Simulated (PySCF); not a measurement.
**Potential energy of LaI along the bond**

Set-up: basis La def2-TZVPP with ECP46, I def2-TZVPP with ECP28; scalar-relativistic core potentials; PySCF 2.14. Energies in eV from La (5d1 6s2) + I in their ground configurations at the same level. State: triplet, about 0.1 electrons in the 4f shell (Mulliken).

All columns are PBE0. A positive dipole means La(−)I(+).

| R (Å) | E (eV) | μ (D) | Mulliken charge on La (basis-dependent) | HOMO (eV) | LUMO (eV) | Mayer bond order | ⟨S²⟩ |
| --- | --- | --- | --- | --- | --- | --- | --- |
| 2.545 | -3.008 | -3.61 | 0.12 | -3.67 | -1.50 | 1.61 | 2.00 |
| 2.663 | -3.575 | -4.06 | 0.19 | -3.81 | -1.56 | 1.47 | 2.00 |
| 2.781 | -3.875 | -4.56 | 0.25 | -3.95 | -1.63 | 1.34 | 2.00 |
| 2.870 | -3.976 | -4.97 | 0.30 | -4.05 | -1.71 | 1.25 | 2.00 |
| 2.959 | -4.001 | -5.41 | 0.34 | -4.16 | -1.81 | 1.18 | 2.00 |
| 3.048 | -3.969 | -5.87 | 0.38 | -4.27 | -1.91 | 1.11 | 2.00 |
| 3.166 | -3.865 | -6.52 | 0.42 | -4.41 | -2.04 | 1.03 | 2.00 |
| 3.314 | -3.670 | -7.36 | 0.47 | -4.53 | -2.20 | 0.95 | 2.00 |
| 3.492 | -3.388 | -8.40 | 0.51 | -4.68 | -2.37 | 0.87 | 2.00 |
| 3.728 | -2.987 | -9.81 | 0.56 | -4.86 | -2.58 | 0.79 | 2.00 |

A fit through these points gives, at Re = 2.949 Å, μ = -5.36 D and dμ/dR = -5.04 D/Å; the reduced mass is 66.32 u.

Q: How strong is the fundamental in the double-harmonic approximation, I = 42.26·(dμ/dR)²/μred km/mol?

A: I = 42.26·(-5.04)²/66.32 = 16.2 km/mol at PBE0.

These are scalar-relativistic numbers at best; spin–orbit coupling would shift them, the dissociation energy most. With d or f electrons several states lie close, and the lowest PBE0 determinant need not be the measured ground state.
